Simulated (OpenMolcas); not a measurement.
Computed levels of C²⁺

- Program: OpenMolcas 26.06
- Method: CASSCF
- Basis: ANO-RCC-VQZP [5s4p3d2f1g]
- Scalar Hamiltonian: DKH2, point nucleus
- Active space: 2 electrons in 4 orbitals (2s 2p)
- State averaging: 2S+1 = 3 even, 3 roots; 2S+1 = 1 even, 7 roots; 2S+1 = 3 odd, 3 roots; 2S+1 = 1 odd, 3 roots
- Spin-orbit coupling: RASSI with atomic mean-field integrals over the reference wave functions, term energies averaged over their components

With spin-orbit coupling, above the lowest level:

| Configuration | Term | J | E (eV) | Measured (eV) | g | Term weight % |
| --- | --- | --- | --- | --- | --- | --- |
| 2s² | ¹S | 0 | 0.0000 | 0.0000 |  | 100 |
| 2s 2p | ³P° | 0 | 6.5632 | 6.4927 |  | 100 |
| 2s 2p | ³P° | 1 | 6.5665 | 6.4956 | 1.501 | 100 |
| 2s 2p | ³P° | 2 | 6.5732 | 6.5026 | 1.501 | 100 |
| 2s 2p | ¹P° | 1 | 14.0373 | 12.6900 | 1.000 | 100 |
| 2p² | ³P | 0 | 17.2606 | 17.0386 |  | 100 |
| 2p² | ³P | 1 | 17.2639 | 17.0422 | 1.501 | 100 |
| 2p² | ³P | 2 | 17.2705 | 17.0481 | 1.501 | 100 |
| 2p² | ¹D | 2 | 19.3674 | 18.0863 | 1.000 | 100 |
| 2p² | ¹S | 0 | 24.3213 | 22.6296 |  | 100 |

Against the 9 measured excited levels shown (Moore, Selected Tables of Atomic Spectra, NSRDS-NBS 3, section 3) the mean absolute deviation is 4700 cm-1; the largest miss in energy is 2p² ¹S₀: computed 24.3213, measured 22.6296 eV (+7.5 %), and the largest in proportion 2s 2p ¹P°₁ (+10.6 %).

Computed and measured levels are paired by configuration, term and J; levels that our copy of the source lacks, or whose pairing is in doubt (as where it misses far off the trend of its configuration), stay unpaired and out of the deviations. Only configurations of the active space appear.

The term weight is that of the spin-free term in the level, not the purity of its configuration. ° marks odd parity.
